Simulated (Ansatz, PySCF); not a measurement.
Dimer: CH2O (SMILES C=O) (first 4 atoms) with CH5N (SMILES CN); geometry from B3LYP-D3(BJ)/def2-TZVP.
(charge 0, multiplicity 1):
```xyz
11

C      0.08629     0.29097     0.74281
O     -0.32810    -0.83120     0.60769
H      1.14558     0.50677     0.96735
H     -0.55628     1.17828     0.60106
C      0.24823    -0.51784     3.87960
N     -0.24449     0.75989     3.36114
H      1.33814    -0.49149     3.91495
H     -0.03824    -1.31372     3.19162
H     -0.12012    -0.77285     4.88018
H      0.07301     1.53438     3.93146
H     -1.25741     0.78058     3.36231
```

Basis-set superposition error: the interaction energy with monomers in their own basis, and in the dimer's basis (counterpoise).

Programs: Ansatz (Gaussian orbitals); PySCF for 6-31G* rows. 

```json
[
 {"level": "HF/6-31G*", "uncorrected (kcal/mol)": "-2.87", "counterpoise (kcal/mol)": "-1.36", "difference": "1.50"},
 {"level": "SVWN5/def2-TZVPPD", "uncorrected (kcal/mol)": "-8.82", "counterpoise (kcal/mol)": "-8.66", "difference": "0.16"},
 {"level": "PBE/def2-TZVPPD", "uncorrected (kcal/mol)": "-4.31", "counterpoise (kcal/mol)": "-4.18", "difference": "0.12"},
 {"level": "revPBE/def2-TZVPPD", "uncorrected (kcal/mol)": "-1.84", "counterpoise (kcal/mol)": "-1.71", "difference": "0.13"},
 {"level": "B97M-V/def2-TZVPPD", "uncorrected (kcal/mol)": "-5.09", "counterpoise (kcal/mol)": "-5.00", "difference": "0.09"},
 {"level": "B3LYP/6-31G*", "uncorrected (kcal/mol)": "-4.59", "counterpoise (kcal/mol)": "-2.67", "difference": "1.92"},
 {"level": "B3LYP/def2-TZVPPD", "uncorrected (kcal/mol)": "-2.69", "counterpoise (kcal/mol)": "-2.58", "difference": "0.11"},
 {"level": "PBE0/def2-TZVPPD", "uncorrected (kcal/mol)": "-3.75", "counterpoise (kcal/mol)": "-3.65", "difference": "0.10"},
 {"level": "B2PLYP/def2-TZVPPD", "uncorrected (kcal/mol)": "-3.38", "counterpoise (kcal/mol)": "-3.11", "difference": "0.27"},
 {"level": "MP2/aug-cc-pVDZ", "uncorrected (kcal/mol)": "-4.98", "counterpoise (kcal/mol)": "-3.49", "difference": "1.49"}
]
```

The error is largest for B3LYP/6-31G* (1.92 kcal/mol) and smallest for B97M-V/def2-TZVPPD (0.09 kcal/mol).

Ansatz is a quantum-chemistry and plane-wave program.
